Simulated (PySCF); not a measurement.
B3LYP has the VWN-RPA correlation part, as in Gaussian. 

## C3H4O, SMILES `C=C=CO` (charge 0, multiplicity 1)

Level of theory: B3LYP-D3(BJ)/def2-TZVP (PySCF 2.14.0).

```yaml
HOMO: -6.37 eV
dipole_moment: 1.70 D
HOMO–LUMO gap: 5.80 eV
LUMO: -0.57 eV
total_energy: -191.9605 Ha
cost: about 29 core-seconds (a rough figure)
```

```xyz
8

C      1.5672    -0.5021     0.4210
C      0.3397    -0.1819     0.1336
C     -0.9040     0.1057    -0.1304
O     -1.2745     1.1632    -0.9315
H      2.0776    -0.0892     1.2863
H      2.1374    -1.1903    -0.1961
H     -1.7090    -0.4940     0.2826
H     -2.2344     1.1885    -0.9875
```
Charge 0, spin multiplicity 1.
